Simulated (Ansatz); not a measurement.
Frontier orbitals of Al3H3OS (`[OH][AlH][Al]1[AlH][S]1`).

The species carries charge 0 and has multiplicity 1. The geometry is a stationary point of PBE0-D4/def2-TZVP. It is one conformer, not always the lowest. Basis def2-TZVPP, Ansatz.

| functional | HOMO (eV) | LUMO (eV) | gap (eV) |
| --- | --- | --- | --- |
| PBE | -4.99 | -3.02 | 1.97 |
| PBE0 | -5.86 | -2.33 | 3.53 |
| r2SCANh | -5.48 | -2.67 | 2.81 |
| BHLYP | -6.60 | -1.50 | 5.10 |
| ωB97X-V | -7.86 | -0.45 | 7.41 |
| ωB97M-V | -7.59 | -0.62 | 6.97 |

Against PBE, PBE0 changes HOMO and LUMO by −0.87 and +0.68 eV, ωB97M-V by −2.60 and +2.40 eV. A gap of 1.97 eV thus becomes 6.98 eV for the same molecule, so an orbital gap means little without its functional.
